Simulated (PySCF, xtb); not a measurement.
H5PSi, charge +1, multiplicity 2. Atoms are numbered in the order given.

```xyz
7

Si    -1.1775     0.0131     0.0000
P      1.1460    -0.0708     0.0000
H     -1.5020    -0.6850     1.2506
H     -1.5020    -0.6850    -1.2506
H     -1.4056     1.4702     0.0000
H      1.8521     0.3894     1.1240
H      1.8521     0.3894    -1.1240
```
Charge +1, spin multiplicity 2.

Geometry: B3LYP-D3(BJ)/def2-TZVP. The spin state was assumed, not searched.

Method: IEF-PCM-M06-2X/def2-SVP (PySCF).

The values are the electrostatic part of the solvation free energy, E(continuum) − E(gas) at the gas-phase geometry, in a cavity of scaled van der Waals radii (PySCF's table); cavitation and dispersion terms are not included.

```json
[
 {"solvent": "water", "ε": "78.36", "ΔG(elec) (kcal/mol)": "-60.9"},
 {"solvent": "chlorobenzene", "ε": "5.70", "ΔG(elec) (kcal/mol)": "?"},
 {"solvent": "cyclohexanone", "ε": "15.62", "ΔG(elec) (kcal/mol)": "-57.7"}
]
```

### Question
Complete the blanks. (An estimate is asked for; the answer gives what the named calculation found.)

### Answer

- chlorobenzene, ΔG(elec) (kcal/mol): -50.7

For comparison, GFN2-xTB/ALPB(water) (xtb, at the GFN2-xTB geometry, all terms of that model) gives -51.1 kcal/mol.
